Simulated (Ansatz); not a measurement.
PPt₃⁻, relaxed as a quintet with UKS B3LYP-D4/def2-SVPD in Ansatz, starting from the B3LYP-D4/def2-SVPD geometry of the charge -1 singlet. Force threshold 0.02 eV/Å.

In the def2 sets Pt takes a core potential; there is no spin–orbit coupling. The relaxation made no stability test and no search for a lower SCF solution. At B3LYP-D4/def2-SVPD a triplet of charge -1 lies 1.64 eV below the quintet, each at its own geometry. The structure comes from a short search, and lower isomers may exist.

Start:

Cartesian coordinates in Å:
```
P 0.419 -0.823 0.265
Pt 0.080 0.742 -1.288
Pt -1.750 -0.936 -0.144
Pt 1.251 1.017 1.167
```

```
step  energy (eV)  largest force component (eV/Å)  SCF passes
   1  -19034.1750                           0.664          37
   2  -19034.3104                           0.505          45
   3  -19034.4277                           0.130          45
   4  -19034.4667                           0.026          43
   5  -19034.4687                           0.012          43
   6  -19034.4688                           0.016          40
```

Force components are those of the run's own axes.

End:

```xyz
4

P     0.059   -0.516    0.633
Pt   -0.030    0.848   -1.194
Pt   -1.703   -1.265   -0.457
Pt    1.674    0.933    1.018
```

By distances, no bond broke or formed. The bond that changes most is P1–Pt2, from 2.23 to 2.28 Å (atoms count from 1).

The force fell under the threshold at step 5, but the optimiser went on. No frequencies were taken in this run, so the end may be a saddle point.

Run time 26 s (4 threads of AMD EPYC 7B13 on a shared host).
